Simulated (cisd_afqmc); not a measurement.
Input (AFQMC/CISD/def2-SVP; cisd_afqmc is a phaseless AFQMC code with CISD trial states that reads the integrals written by Ansatz):

Ansatz 0.2 input:
```python
import cisd_afqmc

open("ham.yaml", "w").write("""\
crystal:
  periodic: [false, false, false]
  atoms:
    - {symbol: K, position_ang: [-0.00000000, -0.00000000, -0.96563690]}
    - {symbol: F, position_ang: [0.00000000, 0.00000000, 2.03856679]}
basis:
  gaussian:
    orbitals: def2-SVP
total_charge: 1
magnetization: {spin_polarized: true, initial_magnetization: 1}
correlation: {method: ccsd, electrons: outside_noble_gas, hamiltonian_folder: ham}
""")
rep = cisd_afqmc.ansatz("ham.yaml")
e_ccsd = rep["correlation"]["coupled_cluster"]["energy"]["hartree"]
out = cisd_afqmc.run("ham", e_ccsd, trial="CISD", walkers=200, populations=8, threads=8, dt=0.005, steps=40, early=24, settle=10, least=32,
    cut=5e-5, rank_cut=2e-4, target=0.0004, seconds=1500, seed=1, memory=17280, gpu=False)
```

Output:

```
orbitals 28, occupied [4, 3], factors 117 of 354, rank of the doubles 64 of 171
E(HF) = -698.219586
E(CCSD) on the cut factors = -698.370472, shift to the whole factors 0.000005
Energy of the trial state on the determinant = -698.370357
  tau behind 7.2 of longer steps, mean of the populations' last blocks
   2.0  -698.37205
   4.0  -698.37126
   6.0  -698.37162
   8.0  -698.37181
blocks 319 (5 outliers left out), error by blocks joined: 1: 0.00005, 2: 0.00005, 4: 0.00006, 8: 0.00007, 16: 0.00006
E(AFQMC/CISD) = -698.37168 +/- 0.00007
```
